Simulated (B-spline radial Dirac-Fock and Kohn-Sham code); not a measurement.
# Binding energies of Ti⁺ at several levels of theory

System: Ti⁺ in the configuration [Ar] 3d3 (not the ground configuration).

The density-functional columns are spherical, spin-unpolarised Dirac-Kohn-Sham results without Breit or QED terms: −ε is minus the orbital energy of the initial state and ΔSCF the difference of two total energies. The reference in the last column comes from Dirac-Fock ΔSCF + Breit + QED. All numbers are from a B-spline atomic structure program, in eV; a selection of levels is shown.

| level | PBE −ε | PBE ΔSCF | Dirac-Fock |
| --- | --- | --- | --- |
| K | 4871.1 | 4999.6 | 4978.6 |
| L1 | 539.1 | 559.5 | 575.3 |
| L2 | 450.3 | 474.5 | 473.7 |
| L3 | 444.6 | 468.5 | 468.1 |
| M1 | 65.50 | 72.63 | 77.36 |
| M2 | 42.36 | 49.21 | 48.67 |
| M3 | 41.72 | 48.54 | 48.05 |
| M4,5 | 8.03 | 13.52 | 11.61 |

Values without a named source are computed, but for edge energies of neutral atoms, which are taken from tables.
